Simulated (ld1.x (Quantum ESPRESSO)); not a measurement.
# Reading a pseudo-wave (K (Z = 19))

Columns: radius, all-electron u(r) and pseudo u(r) of the 3s shell (level -35.18 eV) of potassium in the configuration [Ne] 3s2 3p6 4s1 4p0; LDA (PZ), scalar-relativistic, TM scheme, ld1.x (Quantum ESPRESSO) 7.5.

| r (bohr) | all-electron | pseudo |
| --- | --- | --- |
| 0.110 | -0.0162 | 0.1108 |
| 0.220 | -0.4658 | 0.2220 |
| 0.330 | -0.4344 | 0.3336 |
| 0.440 | -0.1367 | 0.4456 |
| 0.550 | 0.2197 | 0.5569 |
| 0.660 | 0.5295 | 0.6649 |
| 0.770 | 0.7561 | 0.7646 |
| 0.880 | 0.8974 | 0.8484 |
| 0.990 | 0.9662 | 0.9079 |
| 1.100 | 0.9794 | 0.9360 |
| 1.210 | 0.9533 | 0.9298 |
| 1.320 | 0.9016 | 0.8926 |
| 1.430 | 0.8348 | 0.8327 |
| 1.540 | 0.7608 | 0.7606 |
| 1.650 | 0.6847 | 0.6847 |
| 1.760 | 0.6102 | 0.6102 |
| 1.870 | 0.5395 | 0.5395 |
| 1.980 | 0.4739 | 0.4739 |
| 2.090 | 0.4140 | 0.4140 |
| 2.200 | 0.3601 | 0.3601 |
| 2.310 | 0.3120 | 0.3120 |
| 2.420 | 0.2695 | 0.2695 |
| 2.530 | 0.2321 | 0.2321 |
| 2.640 | 0.1995 | 0.1995 |
| 2.750 | 0.1711 | 0.1711 |
| 2.860 | 0.1464 | 0.1464 |

Question: How many radial nodes do the two functions have?

Answer: The all-electron 3s function has n − l − 1 = 2 (the table is too coarse to show those close to the nucleus); the pseudo-wave has 0, since the states of the same l below it are removed with the core.

Question: At about which radius was the pseudo-wave matched?

Answer: 1.70 bohr. The columns agree to 0.0005 from 1.54 bohr on; several derivatives are matched, so the curves merge somewhat inside the radius.

Question: Is the pseudo-wave norm-conserving?

Answer: Yes: the TM scheme keeps the norm inside the radius equal to the all-electron one, which fixes the energy derivative of the logarithmic derivative at the level.
